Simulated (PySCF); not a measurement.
## Unknown compound

The spectra below were simulated for a compound C3H9OPSi.

1H NMR (300 MHz, computed): δ 7.65 (m, 1H), 4.05 (m, 3H), 2.67 (m, 1H), 2.39 (m, 1H), 2.28 (m, 1H), 1.65 (m, 1H), 1.60 (m, 1H).

13C{1H} NMR (computed): δ 38.1 (CH2), 34.6 (CH), 11.8 (CH2).

PySCF calculation with NMR shieldings at PBE0/pcSseg-1/GIAO and geometry: GFN2-xTB; single conformer, fast rotation and ring inversion assumed for equivalent nuclei, gas phase, non-relativistic Hamiltonian.

References, each an isolated molecule treated in the same way: 1H (σref 31.72) and 13C (σref 186.93) against TMS.

Question: Propose a structure and justify it.

Answer: 
1. 3 carbon signals for 3 carbons: no two carbons are equivalent.
2. Carbon types of the structure: 1 × CH, 2 × CH2, leaving 4 H on heteroatoms.
3. δC 34.6: sp3 CH bonded to P and Si.
4. δC 11.8: sp3 CH2 in a ring; a saturated carbon with 2 carbon neighbours and no heteroatom attached.
5. δH 7.65: hydrogen on a phosphorus bonded to 2 C, O, in a 4-membered ring.
6. δH 4.05: hydrogen on a silicon bonded to C.
7. δH 2.67, 2.39: hydrogen on an sp3 CH2 bonded to P.
8. δH 2.28: hydrogen on an sp3 CH bonded to P and Si.
9. δH 1.65, 1.60: hydrogen on an sp3 CH2 in a ring.

Structure: `C1C[P@@H](=O)[C@H]1[SiH3]`.

This is the structure that produced the data.

Splittings by 31P in the carbon and heteronuclear signals aren't shown, as no couplings were computed. Shifts are as computed. Against solution values, carbons near 30 ppm lie about +3 ppm off and those near 130 ppm about +5 ppm. Of 1211 compounds with measured shifts, 218 miss one by over three times the rms of a fit or turn the order of signals round; such compounds aren't used in these exercises. Multiplicities follow the n + 1 count of equivalent neighbours, as no J values were calculated; m marks all less simple cases, F and P coupling included.
